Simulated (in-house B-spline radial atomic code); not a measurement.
A fraction x of an electron is removed from 3p in Cl2+, starting from [Ne] 3s2 3p3 and keeping the highest spin. Method: scalar-relativistic (X2C) PBE, spin-polarised, spherical fractional occupations, Fermi nucleus of rms radius 3.3654 fm. Calculated with a radial B-spline atomic code at the basis-set limit.

| x | E(x) - E(0) (eV) | 3p up level (eV) |
| --- | --- | --- |
| 0 | 0.0000 | -33.085 |
| 0.13 | 4.4095 | -34.757 |
| 0.33 | 11.6206 | -37.361 |
| 0.5 | 18.1622 | -39.603 |
| 0.6 | 22.1890 | -40.934 |
| 0.71 | 26.7728 | -42.409 |
| 0.79 | 30.2086 | -43.488 |
| 0.9 | 35.0742 | -44.979 |
| 1 | 39.6403 | -46.344 |

The exact functional would give a straight line between the two integer points. Deviations E(x) - E(0) - x[E(1) - E(0)], in eV: -0.744 at x = 0.13, -1.461 at x = 0.33, -1.658 at x = 0.5, -1.595 at x = 0.6, -1.372 at x = 0.71, -1.107 at x = 0.79, -0.602 at x = 0.9.

The curve lies below the straight line by up to 1.658 eV (at x = 0.5): convex, the delocalisation error that favours fractional charges.

Task: How well does Slater's transition state (minus the level at half occupation) give the ionisation energy?

Result: It gives 39.603 eV against 39.640 eV from the two total energies; NIST lists 39.80 eV, ground level to ground level.
